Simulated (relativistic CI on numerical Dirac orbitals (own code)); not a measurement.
Electric-dipole lines of Re³⁰⁺

Method of calculation: Dirac-Coulomb-Breit CI, separate exchange-only KLI orbitals for each configuration, a model potential for QED, unscaled Slater integrals (own radial code, finite nucleus).

Configurations in the expansion (outside the closed core [Ar] 3d10): 4s2.4p6.4d9, 4s2.4p5.4d10, 4s2.4p6.4d8.4f, 4s.4p6.4d10, 4s2.4p5.4d9.4f, 4s.4p6.4d9.4f, 4s2.4p6.4d8.5s, 4s2.4p6.4d7.4f.5s, 4s2.4p6.4d8.5p, 4s2.4p6.4d8.5d, 4s2.4p5.4d9.5s, 4s2.4p6.4d7.5s2, 4s2.4p6.4d6.4f.5s2, 4s2.4p5.4d7.4f.5s2, 4s.4p6.4d7.4f.5s2. Double excitations out of closed p, d and f shells are left out; levels of such configurations are missing from the list, as are those of other unlisted configurations, and high levels can miss mixing partners.

| λ vac (Å) | Lower | Upper | A (s⁻¹) | gf | Branching (%) |
| --- | --- | --- | --- | --- | --- |
| 26.535 | 4s2.4p6.4d9 2D_5/2 [1] | 4s2.4p6.4d8.5p 2D°_5/2 [193] | 1.07e+12 | 6.78e-01 | 92.8 |
| 26.648 | 4s2.4p6.4d9 2D_5/2 [1] | 4s2.4p6.4d8.5p 2D°_5/2 [190] | 1.14e+12 | 7.29e-01 | 93.2 |
| 26.676 | 4s2.4p6.4d9 2D_5/2 [1] | 4s2.4p6.4d8.5p 2F°_7/2 [189] | 8.48e+11 | 7.24e-01 | 91.8 |
| 27.217 | 4s2.4p6.4d9 2D_5/2 [1] | 4s2.4p6.4d8.5p 2F°_7/2 [186] | 1.10e+12 | 9.81e-01 | 98.5 |
| 42.782 | 4s2.4p6.4d9 2D_3/2 [2] | 4s2.4p5.4d10 2P°_1/2 [85] | 6.69e+12 | 3.67e+00 | 100.0 |
| 43.434 | 4s2.4p5.4d10 2P°_3/2 [3] | 4s2.4p5.4d9.4f 2S_1/2 [199] | 4.45e+12 | 2.51e+00 | 64.6 |
| 44.146 | 4s2.4p5.4d10 2P°_3/2 [3] | 4s2.4p5.4d9.4f 2D_5/2 [192] | 4.87e+12 | 8.53e+00 | 67.7 |
| 44.331 | 4s2.4p5.4d10 2P°_3/2 [3] | 4s2.4p5.4d9.4f 2P_3/2 [191] | 4.32e+12 | 5.10e+00 | 66.1 |
| 46.863 | 4s2.4p6.4d9 2D_5/2 [1] | 4s2.4p6.4d8.4f 2F°_7/2 [82] | 5.71e+12 | 1.50e+01 | 100.0 |
| 46.972 | 4s2.4p6.4d9 2D_3/2 [2] | 4s2.4p6.4d8.4f 2F°_5/2 [84] | 5.72e+12 | 1.14e+01 | 99.9 |
| 47.073 | 4s2.4p6.4d9 2D_5/2 [1] | 4s2.4p6.4d8.4f 2P°_3/2 [81] | 5.88e+12 | 7.81e+00 | 100.0 |
| 47.181 | 4s2.4p6.4d9 2D_5/2 [1] | 4s2.4p6.4d8.4f 2D°_5/2 [80] | 5.61e+12 | 1.12e+01 | 99.9 |
| 47.609 | 4s2.4p6.4d9 2D_3/2 [2] | 4s2.4p6.4d8.4f 2D°_3/2 [83] | 5.43e+12 | 7.38e+00 | 100.0 |
| 59.756 | 4s2.4p6.4d8.4f 4G°_11/2 [19] | 4s2.4p5.4d9.4f 2G_9/2 [136] | 4.89e+11 | 2.62e+00 | 43.9 |
| 59.967 | 4s2.4p6.4d8.4f 4I°_15/2 [12] | 4s2.4p5.4d9.4f 4H_13/2 [124] | 1.04e+12 | 7.82e+00 | 80.0 |
| 60.017 | 4s2.4p6.4d8.4f 4I°_13/2 [9] | 4s2.4p5.4d9.4f 2H_11/2 [120] | 9.20e+11 | 5.96e+00 | 78.6 |
| 60.125 | 4s2.4p6.4d8.4f 4F°_9/2 [7] | 4s2.4p5.4d9.4f 2F_7/2 [118] | 3.01e+11 | 1.30e+00 | 26.5 |
| 60.150 | 4s2.4p6.4d8.4f 4H°_13/2 [16] | 4s2.4p5.4d9.4f 4G_11/2 [130] | 8.18e+11 | 5.33e+00 | 64.2 |
| 60.493 | 4s2.4p6.4d8.4f 4H°_11/2 [10] | 4s2.4p5.4d9.4f 4G_9/2 [119] | 9.31e+11 | 5.11e+00 | 72.3 |
| 60.547 | 4s2.4p6.4d8.4f 4F°_7/2 [5] | 4s2.4p5.4d9.4f 2F_5/2 [109] | 3.11e+11 | 1.03e+00 | 32.7 |
| 61.247 | 4s2.4p6.4d8.4f 2I°_13/2 [41] | 4s2.4p5.4d9.4f 4H_11/2 [152] | 5.97e+11 | 4.03e+00 | 57.1 |
| 61.554 | 4s2.4p6.4d8.4f 2K°_13/2 [38] | 4s2.4p5.4d9.4f 2I_11/2 [148] | 5.41e+11 | 3.69e+00 | 46.9 |
| 61.628 | 4s2.4p6.4d8.4f 4F°_9/2 [7] | 4s2.4p5.4d9.4f 2F_7/2 [108] | 2.64e+11 | 1.20e+00 | 35.8 |
| 63.393 | 4s2.4p6.4d8.4f 4H°_13/2 [16] | 4s2.4p5.4d9.4f 4H_13/2 [105] | 2.29e+11 | 1.93e+00 | 61.3 |
| 63.668 | 4s2.4p6.4d8.4f 4F°_9/2 [7] | 4s2.4p5.4d9.4f 4G_9/2 [97] | 2.51e+11 | 1.53e+00 | 54.0 |
| 63.879 | 4s2.4p6.4d8.4f 4H°_11/2 [10] | 4s2.4p5.4d9.4f 4H_11/2 [98] | 2.73e+11 | 2.00e+00 | 71.5 |
| 64.319 | 4s2.4p6.4d8.4f 2H°_9/2 [17] | 4s2.4p5.4d9.4f 2H_9/2 [104] | 3.78e+11 | 2.34e+00 | 57.9 |
| 64.868 | 4s2.4p6.4d8.4f 4G°_11/2 [19] | 4s2.4p5.4d9.4f 2H_11/2 [103] | 2.93e+11 | 2.22e+00 | 58.4 |
| 65.071 | 4s2.4p6.4d8.4f 4I°_13/2 [9] | 4s2.4p5.4d9.4f 2I_13/2 [94] | 2.69e+11 | 2.39e+00 | 77.2 |
| 65.792 | 4s2.4p6.4d8.4f 4I°_15/2 [12] | 4s2.4p5.4d9.4f 4I_15/2 [93] | 2.63e+11 | 2.73e+00 | 77.6 |

Terms are leading LS components. Brackets give the number of a level in order of energy, since labels repeat. The list gives strong lines, with weight on those to low levels, without lines whose two gauges differ by over a factor of 2.5, among the lowest 200 of 2742 levels, so that lines to higher ones, which can be the strongest, are missing. Levels whose partners in the same complex of configurations lie outside the list can be far off, and so can their lines. Rates are taken at the computed energies, electric ones in the length gauge.

At this charge energies of transitions that change n are usually good to better than 1 %, and those within a shell (Δn = 0) to a few per cent.

LS names give the leading component of a level, which can be under half, so a name can repeat, a term be missing and a line seem to break the LS rules.
